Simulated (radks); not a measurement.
Values are calculated unless marked as measured or tabulated.
Neutral chromium inside a hard spherical wall (all orbitals vanish at R), configuration held at [Ar] 3d5 4s1 and not refilled when levels cross. Level of theory: non-relativistic Kohn-Sham, LDA (Slater exchange, Perdew-Wang correlation), spin-polarised, spherical densities, point nucleus; open shells are filled with parallel spins first (a radial shooting solver on a logarithmic mesh with Libxc functionals). Eigenvalues in eV for spin up, with the zero of energy where the potential of the charges vanishes at infinity; a dash marks a level that is unbound or too diffuse for the functional's potential to be trusted. A positive occupied level is held by the wall or, in an anion where self-interaction has pushed it up, behind a barrier. The pressure on the wall is -dE/dV.

R (bohr)  E (hartree)  kinetic (hartree)    e(3s)    e(3p)   e(4s)   e(3d)  e(4p, empty)  e(5s, empty)  pressure (GPa)
free      -1042.20861           1040.858  -72.882  -45.808  -4.533  -3.979        -1.292        -0.023               0
20        -1042.20861           1040.858  -72.882  -45.808  -4.533  -3.979        -1.292         0.121        < 0.0001
15        -1042.20861           1040.858  -72.882  -45.808  -4.533  -3.979        -1.287         0.403        < 0.0001
12        -1042.20857           1040.858  -72.877  -45.802  -4.529  -3.974        -1.255         0.979        0.000787
10        -1042.20821           1040.862  -72.845  -45.770  -4.501  -3.944        -1.150         1.984          0.0105
5         -1042.11237           1041.304  -70.304  -43.267  -1.476  -1.599         3.748        22.490            10.3
3.5       -1041.61135           1043.035  -64.172  -37.302   9.564   4.454        17.931        66.966             153
3         -1041.00138           1045.026  -59.475  -32.706  21.100   9.572        31.575        104.93             469
2         -1035.07892           1064.278  -33.548   -5.821  106.89  40.945        123.05        327.02            8960
1.5       -1018.54724           1111.952   16.383   47.095  283.12  97.831        296.57        708.33           65800
